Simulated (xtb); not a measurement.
Cl₂Sn, charge -1, doublet, at a GFN2-xTB geometry (such geometries of metal compounds can be far from the true shape) (a state made from the parent by changing its charge; the spin is typed, not shown lowest); GFN2-xTB run with xtb.

Here is a job for xtb.
```
$ xtb mol.xyz --gfn 2 --chrg -1 --uhf 1 --etemp 1000 --json

# file mol.xyz
3

Sn     0.01076359    -0.01024665     0.63912643
Cl     1.23230621     1.55893049    -0.93616015
Cl    -1.26396382    -1.52879329    -0.94362347
```

What does xtb print? Leave out banner, timings and long lists.


```
   ID    Z sym.   atoms
    1   50 Sn     1
    2   17 Cl     2, 3

           -------------------------------------------------
          |                Calculation Setup                |
           -------------------------------------------------

           -------------------------------------------------
          |                 G F N 2 - x T B                 |
           -------------------------------------------------

          ...................................................
          :                      SETUP                      :
          :.................................................:
          :  # basis functions                  30          :
          :  # atomic orbitals                  27          :
          :  # shells                            9          :
          :  # electrons                        19          :
          :  max. iterations                   250          :
          :  Hamiltonian                  GFN2-xTB          :
          :  restarted?                      false          :
          :  GBSA solvation                  false          :
          :  PC potential                    false          :
          :  electronic temp.         1000.0000000     K    :
          :  accuracy                    1.0000000          :
          :  -> integral cutoff          0.2500000E+02      :
          :  -> integral neglect         0.1000000E-07      :
          :  -> SCF convergence          0.1000000E-05 Eh   :
          :  -> wf. convergence          0.1000000E-03 e    :
          :  Broyden damping             0.4000000          :
          :  net charge                         -1          :
          :  unpaired electrons                  1          :
          ...................................................

 iter      E             dE          RMSdq      gap      omega  full diag
   1    -11.4924655 -0.114925E+02  0.157E+01    1.99       0.0  T
   2    -11.5247124 -0.322469E-01  0.410E+00    2.09       1.0  T
   3    -11.5299645 -0.525208E-02  0.345E+00    2.05       1.0  T
   4    -11.5303816 -0.417123E-03  0.164E+00    2.03       1.0  T
   5    -11.5308434 -0.461795E-03  0.611E-01    2.02       1.0  T
   6    -11.5310234 -0.180015E-03  0.125E-01    2.02       1.0  T
   7    -11.5310325 -0.903164E-05  0.478E-02    2.01       1.2  T
   8    -11.5310328 -0.323319E-06  0.972E-03    2.01       5.9  T
   9    -11.5310328 -0.336662E-07  0.472E-03    2.01      12.2  T
  10    -11.5310328 -0.870123E-08  0.189E-03    2.01      30.6  T
  11    -11.5310328 -0.167982E-08  0.221E-04    2.01     260.9  T
  12    -11.5310328 -0.121005E-10  0.407E-05    2.01    1417.2  T

   *** convergence criteria satisfied after 12 iterations ***

         :::::::::::::::::::::::::::::::::::::::::::::::::::::
         ::                     SUMMARY                     ::
         :::::::::::::::::::::::::::::::::::::::::::::::::::::
         :: total energy             -11.530585572093 Eh    ::
         :: gradient norm              0.000012349086 Eh/a0 ::
         :: HOMO-LUMO gap              2.013962551111 eV    ::
         ::.................................................::
         :: SCC energy               -11.531032757376 Eh    ::
         :: -> isotropic ES            0.124727224132 Eh    ::
         :: -> anisotropic ES         -0.003555227793 Eh    ::
         :: -> anisotropic XC         -0.001631232015 Eh    ::
         :: -> dispersion             -0.002667264911 Eh    ::
         :: repulsion energy           0.000447185283 Eh    ::
         :: add. restraining           0.000000000000 Eh    ::
         :: total charge              -0.999999999883 e     ::
         :::::::::::::::::::::::::::::::::::::::::::::::::::::

           -------------------------------------------------
          |                Property Printout                |
           -------------------------------------------------

    * Orbital Energies and Occupations

         #    Occupation            Energy/Eh            Energy/eV
      -------------------------------------------------------------
         1        2.0000           -0.8584121             -23.3586
         2        2.0000           -0.8580486             -23.3487
         3        2.0000           -0.5665799             -15.4174
         4        2.0000           -0.2579508              -7.0192
         5        2.0000           -0.2426385              -6.6025
         6        2.0000           -0.2401012              -6.5335
         7        2.0000           -0.2361325              -6.4255
         8        2.0000           -0.2319833              -6.3126
         9        2.0000           -0.2314330              -6.2976
        10        1.0000           -0.0856388              -2.3304 (HOMO)
        11        0.0000           -0.0116271              -0.3164 (LUMO)
        12                          0.0038101               0.1037
        13                          0.1171178               3.1869
        14                          0.1382573               3.7622
        15                          0.1628654               4.4318
        16                          0.2344711               6.3803
        17                          0.2409878               6.5576
        18                          0.2414538               6.5703
        19                          0.2418184               6.5802
        20                          0.2422568               6.5921
        21                          0.2432253               6.6185
       ...                                ...                  ...
        27                          0.6325214              17.2118
      -------------------------------------------------------------
                  HL-Gap            0.0740118 Eh            2.0140 eV
             Fermi-level           -0.1030088 Eh           -2.8030 eV

     #   Z          covCN         q      C6AA      α(0)
     1  50 Sn       1.547     0.133   470.596    46.742
     2  17 Cl       0.773    -0.567   118.022    16.618
     3  17 Cl       0.773    -0.567   118.022    16.618

 Mol. C6AA /au·bohr⁶  :       1846.479355
 Mol. C8AA /au·bohr⁸  :     144165.903046
 Mol. α(0) /au        :         79.978428

Wiberg/Mayer (AO) data.
largest (>0.10) Wiberg bond orders for each atom

 ---------------------------------------------------------------------------
     #   Z sym  total        # sym  WBO       # sym  WBO       # sym  WBO
 ---------------------------------------------------------------------------
     1  50 Sn   1.517 --     2 Cl   0.759     3 Cl   0.759
     2  17 Cl   0.773 --     1 Sn   0.759
     3  17 Cl   0.773 --     1 Sn   0.759
 ---------------------------------------------------------------------------

Topologies differ in total number of bonds
Writing topology from bond orders to xtbtopo.mol

molecular dipole:
                 x           y           z       tot (Debye)
 q only:        0.037      -0.035       2.174
   full:        0.037      -0.035       2.171       5.520
molecular quadrupole (traceless):
                xx          xy          yy          xz          yz          zz
 q only:        0.208     -11.696      -4.804      -0.114       0.046       4.596
  q+dip:       -0.197     -13.572      -6.013      -0.110       0.033       6.210
   full:       -0.856     -12.792      -6.337      -0.070      -0.001       7.193

           -------------------------------------------------
          | TOTAL ENERGY              -11.530585572093 Eh   |
          | GRADIENT NORM               0.000012349086 Eh/α |
          | HOMO-LUMO GAP               2.013962551111 eV   |
           -------------------------------------------------

normal termination of xtb
```
